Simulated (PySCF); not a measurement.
Species: BF₄H₂P.
Atom-mapped SMILES: `[F:1][PH2+:2][B-:3]([F:4])([F:5])[F:6]` (hydrogens: H7, H8 on P2)

Computed, not measured: PBE0-D3(BJ)/def2-SVP geometry optimisation, gas phase in PySCF 2.14.0.

(1) List the bond lengths, angles and torsions at this level.

Results:

(1) 
```json
{"bond": "F1–P2", "length (Å)": "1.601"}
{"bond": "P2–B3", "length (Å)": "2.233"}
{"bond": "B3–F4, B3–F5", "length (Å)": "1.341"}
{"bond": "B3–F6", "length (Å)": "1.359"}
{"bond": "P2–H7, P2–H8", "length (Å)": "1.421"}
```

Bonds in one row agree within 0.01 Å and their mean is given. A selection of angles:
```json
{"angle": "F1–P2–B3", "degrees": "125.6"}
{"angle": "F1–P2–H7", "degrees": "101.3"}
{"angle": "B3–P2–H7", "degrees": "112.7"}
{"angle": "H7–P2–H8", "degrees": "98.2"}
{"angle": "P2–B3–F4", "degrees": "105.6"}
{"angle": "P2–B3–F5", "degrees": "103.6"}
{"angle": "P2–B3–F6", "degrees": "91.5"}
{"angle": "F4–B3–F5", "degrees": "117.8"}
{"angle": "F5–B3–F6", "degrees": "116.1"}
```

Torsions: F1–P2–B3–F4 -56° (synclinal). The mirror-image conformer, all signs reversed, is as good.

B3 (four-coordinate boron) has angles from 91.5° to 117.8°. P2 (phosphorus bonded to B, F and 2 H) has angles from 98.2° to 125.6°.

Point group: near Cs, missed by 0.16 Å at most; the miss may be what the optimiser left on a soft mode. No frequency check.
